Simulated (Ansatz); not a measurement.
```yaml
crystal:
  periodic: [false, false, false]
  atoms:
    - {symbol: B, position_ang: [-0.965468, 0.649659, -0.746267]}
    - {symbol: C, position_ang: [1.354967, -0.345616, 0.494737]}
    - {symbol: C, position_ang: [1.054967, -0.395616, 0.494737]}
    - {symbol: C, position_ang: [2.168779, -0.389481, 0.951497]}
    - {symbol: F, position_ang: [3.348306, 0.047292, 1.481677]}
    - {symbol: H, position_ang: [-2.060355, 0.654036, -1.186372]}
    - {symbol: H, position_ang: [-0.363380, 1.400590, -1.287699]}
    - {symbol: H, position_ang: [-0.800035, -1.757425, -0.546407]}
    - {symbol: H, position_ang: [-1.327207, -0.399877, 0.748450]}
basis:
  gaussian: {orbitals: def2-TZVPP}
hamiltonian: {xc: {name: B3LYP5}}
accuracy: high
```

```sh
$ ansatz run in.yaml --threads 2 --pin off --events-out ev --progress --plain --max-ram 4352MiB
```

Output, abridged:

```
Functional definition: B3LYP5
3380 factors; integrals over basis functions are off by at most 3.1e-8 eV
mean field evaluation 1: about -6072.6129 eV, gradient 1.6e2 eV
mean field evaluation 2: about -5888.7170 eV, gradient 2.3e2 eV
mean field evaluation 4: about -6071.9887 eV, gradient 9.6e1 eV
mean field evaluation 8: about -6125.2272 eV, gradient 3.4e0 eV
mean field evaluation 16: about -6126.0950 eV, gradient 4.8e-7 eV
mean field -6126.09503689 eV, -225.1298401895 hartree, gradient 3.1e-8 eV, S^2 0.000000; 1 other end points of the search recorded, 0 dependent functions left out
reference -6126.09507904 eV, -225.1298417382 hartree; 18, 18 occupied and 193, 193 virtual orbitals, 3380 factors
Total energy: -6126.09507904 eV, -225.1298417382 hartree
```

In this input one atom was put on top of another. The run converged. The result belongs to that input, not to the molecule as meant.
